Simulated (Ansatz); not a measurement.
Basis-set series for `B/N=C(/F)S`. The species carries charge 0 and has multiplicity 1. The structure was optimised at the PBE0-D4/def2-TZVP level. It is one conformer, not always the lowest.

```tsv
functional	basis	functions	energy (Eh)	HOMO (eV)	LUMO (eV)
PBE0-D4	def2-SVP	89	-616.88336	-7.61	-0.46
PBE0-D4	def2-TZVPP	208	-617.27606	-7.69	-0.67
ωB97M-V	def2-SVP	89	-617.15994	-9.71	1.64
ωB97M-V	def2-TZVPP	208	-617.55944	-9.84	1.23
```

Q: Give the rows for def2-QZVPP. (Best estimate.)

A: Computed: 
```
functional       basis  functions  energy (Eh)  HOMO (eV)  LUMO (eV)
   PBE0-D4  def2-QZVPP        388   -617.29989      -7.72      -0.74
   ωB97M-V  def2-QZVPP        388   -617.58173      -9.86       1.03
```

Positive LUMOs are unbound and depend on the basis.
